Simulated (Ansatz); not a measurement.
Results of the Gaussian-basis code of Ansatz.

A structure relaxed at PBE0-D4/def2-TZVP, charge 0, multiplicity 1:

```xyz
7

Se   -1.066    0.006    1.944
Si    0.297   -0.293    0.172
B     0.759    1.074   -1.057
O    -0.300    0.310   -1.361
H    -1.593   -1.364    1.889
H     0.640   -1.725    0.035
H     1.263    1.992   -1.621
```

Give its formula and SMILES.

BH3OSeSi, `[SeH][SiH]1BO1`.

Summarise the bond lengths by kind.

1 × Se–Si 2.255 Å; 1 × H–Se 1.470 Å; 1 × B–Si 1.896 Å; 1 × O–Si 1.752 Å; 1 × H–Si 1.479 Å; 1 × B–O 1.341 Å; 1 × B–H 1.189 Å.
